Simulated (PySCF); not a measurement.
C₇H₈OSi, SMILES O=Cc1ccc([SiH3])cc1 (GFN2-xTB optimised geometry):

```
17

O     -2.868    -2.694    -0.002
C     -1.668    -2.592    -0.001
C     -0.920    -1.332     0.000
C     -1.601    -0.113     0.001
C     -0.897     1.073     0.001
C      0.498     1.086     0.000
Si     1.433     2.729    -0.004
C      1.166    -0.137     0.000
C      0.474    -1.332     0.000
H     -1.020    -3.493    -0.002
H     -2.681    -0.126     0.001
H     -1.433     2.011     0.001
H      2.868     2.450     0.019
H      1.038     3.493     1.181
H      1.073     3.466    -1.217
H      2.246    -0.148     0.000
H      1.008    -2.272     0.000
```

Calculation: CAM-B3LYP/def2-SVP (PySCF 2.14.0).

Problem. What are the frontier orbital energies and the dipole moment?

Solution. HOMO-2 -9.01 eV, HOMO-1 -8.91 eV, HOMO -8.84 eV, LUMO -0.81 eV, LUMO+1 0.63 eV; dipole moment 2.83 D.

On the same geometry PBE/def2-SVP in PySCF gives HOMO-2 -6.84 eV, HOMO-1 -6.74 eV, HOMO -5.76 eV, LUMO -2.83 eV, LUMO+1 -1.52 eV; dipole moment 2.68 D.

Meta-Löwdin charges at CAM-B3LYP/def2-SVP: O1 -0.38, C2 0.27, C3 -0.04, C4 -0.08, C5 -0.09, C6 -0.20, Si7 0.52, C8 -0.10, C9 -0.09, H10 0.06, H11 0.12, H12 0.10, H13 -0.10, H14 -0.10, H15 -0.10, H16 0.10, H17 0.11.
